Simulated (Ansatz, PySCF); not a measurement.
Molecule: C2H7Ge, charge 0, multiplicity 2. SMILES: [CH2][GeH2][CH3]
Geometry: optimised at B3LYP-D3(BJ)/def2-TZVP (Ansatz, a first-principles code).

Unscaled harmonic wavenumbers (cm⁻¹) in rising order, each level at the stationary point that it reaches from this structure (no distance between atoms moves by over 0.3 Å); the order of modes can differ between levels, and a negative number is imaginary. B3LYP-D3(BJ)/def2-TZVP (PySCF, at the structure above): 34, 142, 182, 423, 522, 573, 581, 630, 706, 809, 852, 868, 875, 1266, 1393, 1465, 1467, 2109, 2113, 3045, 3125, 3128, 3128, 3228.

HF/3-21G (Ansatz): -21, 140, 194, 453, 577, 603, 642, 683, 782, 874, 955, 960, 961, 1466, 1520, 1626, 1627, 2095, 2116, 3193, 3264, 3264, 3269, 3365. Zero-point energy 49.5 against 46.7 kcal/mol; where all levels lie over 400 cm⁻¹, the wavenumbers are on average 1.077 times those of B3LYP-D3(BJ)/def2-TZVP. The zero-point energy leaves imaginary modes out.

B3LYP/6-31G* with LANL2DZ past Ar (Ansatz): 54, 142, 181, 417, 521, 568, 587, 621, 715, 827, 875, 880, 890, 1312, 1425, 1497, 1499, 2068, 2071, 3063, 3145, 3151, 3156, 3254. Zero-point energy 47.1 against 46.7 kcal/mol; where all levels lie over 400 cm⁻¹, the wavenumbers are on average 1.008 times those of B3LYP-D3(BJ)/def2-TZVP.
